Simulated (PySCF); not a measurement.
This PySCF input asks for the NMR shieldings of SMILES C1C(OC)CCC1, C6H12O; the geometry comes from PBE0-D3(BJ)/def2-SVP.

```python
import basis_set_exchange as bse
import numpy as np
from pyscf import gto, dft
from pyscf.prop import nmr

atoms = """
C     2.686938   -0.555221    0.047139
O     1.597970    0.173466    0.516539
C     0.574196    0.346630   -0.432574
C    -0.204429   -0.957415   -0.725416
C    -1.681829   -0.572850   -0.661381
C    -1.711587    0.489547    0.433989
C    -0.468427    1.326586    0.132975
H     3.449732   -0.570008    0.838466
H     3.130270   -0.095989   -0.859839
H     2.427283   -1.603167   -0.200393
H     1.021068    0.749210   -1.364454
H     0.082622   -1.441030   -1.670866
H     0.026751   -1.660788    0.091915
H    -2.341897   -1.431360   -0.464853
H    -2.004692   -0.130180   -1.619758
H    -2.640090    1.079722    0.450174
H    -1.613045    0.006742    1.420763
H    -0.050644    1.840890    1.009694
H    -0.703738    2.094874   -0.619972
"""
names = dict.fromkeys(["C", "O", "H"], "pcSseg-1")
basis = {el: gto.basis.parse(bse.get_basis(n, elements=[el], fmt="nwchem")) for el, n in names.items()}
mol = gto.M(atom=atoms, basis=basis, charge=0, verbose=0)
mf = dft.RKS(mol, xc="HYB_GGA_XC_WB97X_D")
mf.grids.level = 2
mf.grids.alignment = dft.numint.BLKSIZE   # the property module wants whole blocks of grid points
mf.conv_tol = 1e-9
mf.kernel()

calc = nmr.RKS(mf)   # GIAO
C = mf.mo_coeff
Co = C[:, mf.mo_occ > 0]
resp = mf.gen_response(singlet=True, hermi=2)
def vind(x):   # induced exchange potential for any number of trial vectors
    d = np.einsum("pi,xij,qj->xpq", C, 2 * x.reshape(-1, C.shape[1], Co.shape[1]), Co, optimize=True)
    return np.einsum("xpq,pi,qj->xij", resp(d - d.transpose(0, 2, 1)), C, Co, optimize=True).ravel()
mo1, _ = nmr.rhf.solve_mo1(calc, with_cphf=vind)
sigma = calc.kernel(mo1)
for i, s in enumerate(sigma):   # ppm
    print("%2d %-2s %9.2f" % (i, mol.atom_pure_symbol(i), np.trace(s) / 3))
```

Problem. Give the expected output.

Solution. 
```
 0 C     127.82
 1 O     284.17
 2 C     102.53
 3 C     148.51
 4 C     154.97
 5 C     157.10
 6 C     147.58
 7 H      27.95
 8 H      28.61
 9 H      28.30
10 H      27.98
11 H      29.47
12 H      30.18
13 H      29.70
14 H      30.24
15 H      29.95
16 H      29.95
17 H      29.65
18 H      29.76
```

These numbers come from an equivalent density-fitted implementation of the same equations, which agrees with the script to about 0.01 ppm for H and up to a few tenths of a ppm for heavy atoms, so last digits may differ.

Problem. Turn these shieldings into chemical shifts. δ = σ(ref) − σ, references computed at the same level: $^{13}$C (σ = 184.54 ppm) and $^{1}$H (σ = 31.38 ppm) against TMS; H2O for $^{17}$O (σ = 333.19 ppm).

Solution. Averaging equivalent atoms: C 2: 82.0; C 0: 56.7; C 3/6: 36.5; C 4/5: 28.5; O 1: 49.0; H 10: 3.40; H 7/8/9: 3.10; H 11/18: 1.77; H 13/16: 1.56; H 12/17: 1.46; H 14/15: 1.28 ppm. Experimental scales use liquid or dissolved standards, which lie at an offset from isolated H2O (liquid H2O: subtract about 36 ppm).

Size and cost of the density-fitted run: 179 basis functions, 29 s wall time on 1 thread of an Arm Neoverse V1, shared host.
